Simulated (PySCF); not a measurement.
Ru(OH)₂ (quintet). Method: PySCF, UPBE0, basis Ru def2-TZVP with ECP28, O def2-TZVP, H def2-TZVP (scalar-relativistic core potentials, no spin–orbit coupling, density fitting).

Harmonic bands of its minimum:

```csv
ω (cm⁻¹),IR (km/mol)
124,0.4
133,12.7
223,71.9
546,285
583,37.6
646,3.0
679,261
3908,189
3909,29.5
```

Problem. The central atom is Ru. Infer the point group and assign the bands.

Solution. C2. The modes span 5a + 4b: 124 a, 133 b, 223 a, 546 b, 583 a, 646 a, 679 b, 3908 b, 3909 a. The computed geometry has O–H 0.958 Å (×2), Ru–O 1.897 Å (×2); H–O–Ru 126.0° (×2), O–Ru–O 178.7°.

This need not be the most stable arrangement of these atoms. With open d or f shells other occupations or spin states may lie lower.
